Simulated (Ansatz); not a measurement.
Al₄Sb₄H₁₆, a cluster cut from zinc blende AlSb (hydrogen-capped). The state is a singlet with charge 0. Geometry PBE-D4/def2-SVP; atoms count from 1.

| atom | x (Å) | y (Å) | z (Å) |
| --- | --- | --- | --- |
| Al1 | -0.4251 | -2.5719 | -1.6469 |
| Al2 | 2.6742 | 1.4050 | -0.6355 |
| Al3 | 0.0350 | -0.7864 | 2.9856 |
| Al4 | -2.2805 | 1.9547 | -0.6980 |
| Sb5 | -0.3191 | -2.7060 | 1.0776 |
| Sb6 | 2.1816 | 0.4971 | 1.8915 |
| Sb7 | -2.1816 | -0.4971 | -1.8936 |
| Sb8 | 0.3161 | 2.7068 | -1.0779 |
| H9 | -1.1281 | -3.9009 | -2.1975 |
| H10 | 0.9968 | -2.0113 | -2.1241 |
| H11 | 3.8489 | 2.4910 | -0.5672 |
| H12 | 2.6585 | 0.1172 | -1.5868 |
| H13 | 0.5032 | -1.4995 | 4.3407 |
| H14 | -1.2069 | 0.2147 | 2.8477 |
| H15 | -2.4438 | 1.6783 | 0.8708 |
| H16 | -3.2225 | 2.9093 | -1.5726 |
| H17 | 0.8109 | -3.9505 | 1.4233 |
| H18 | -1.7009 | -3.5920 | 1.5778 |
| H19 | 3.5676 | -0.4205 | 2.3179 |
| H20 | 2.5140 | 1.8040 | 2.9527 |
| H21 | -2.3255 | -0.2243 | -3.5816 |
| H22 | -3.7521 | -1.1600 | -1.6971 |
| H23 | 0.4226 | 3.3010 | -2.6841 |
| H24 | 0.4565 | 4.2411 | -0.3226 |

In the def2 sets Sb takes a core potential; there is no spin–orbit coupling.

Question: Estimate the Mulliken populations from the PBE0/def2-TZVP orbitals of Ansatz.

Answer: 
```
atom  charge (e)
 Al1        0.16
 Al2        0.16
 Al3        0.16
 Al4        0.16
 Sb5       -0.05
 Sb6       -0.05
 Sb7       -0.05
 Sb8       -0.05
  H9       -0.09
 H10       -0.08
 H11       -0.09
 H12       -0.08
 H13       -0.09
 H14       -0.08
 H15       -0.08
 H16       -0.09
 H17        0.03
 H18        0.03
 H19        0.03
 H20        0.03
 H21        0.03
 H22        0.03
 H23        0.03
 H24        0.03
```
Mulliken values depend strongly on the basis.

Question: And the Mayer bond orders between heavy atoms (over 0.3)?

Answer: Al1–Sb5 0.69 (2.73 Å); Al1–Sb7 0.69 (2.73 Å); Al2–Sb6 0.69 (2.73 Å); Al2–Sb8 0.69 (2.73 Å); Al3–Sb5 0.69 (2.73 Å); Al3–Sb6 0.69 (2.73 Å); Al4–Sb7 0.69 (2.73 Å); Al4–Sb8 0.69 (2.73 Å).
